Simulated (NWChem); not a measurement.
CH5InO; SMILES C[O][InH2]

```xyz
8

In     0.0156    -0.6260     0.0000
H     -1.3585    -1.6675     0.0012
H      1.7454    -0.7803    -0.0012
O     -0.5841     1.3147    -0.0003
C      0.3070     2.3994     0.0002
H      1.3899     2.1143    -0.0038
H      0.1420     3.0491    -0.8933
H      0.1474     3.0443     0.8981
```
Atoms are numbered in this order, from 1.

Program: NWChem. All runs use the structure optimised with PBE-D3(BJ)/def2-SVP. def2 effective core potentials on In; no spin-orbit coupling.

For level PBE/def2-SVP (core potentials):

| Quantity | Result |
|---|---|
| highest occupied level (eV) | -5.65 |
| dipole (D) | 1.54 |

**Question.** Estimate the same quantities for level PBE/STO-3G (all-electron, non-relativistic).

**Answer.** 
| Item | Result |
|---|---|
| highest occupied level (eV) | -2.14 |
| dipole (D) | 0.64 |
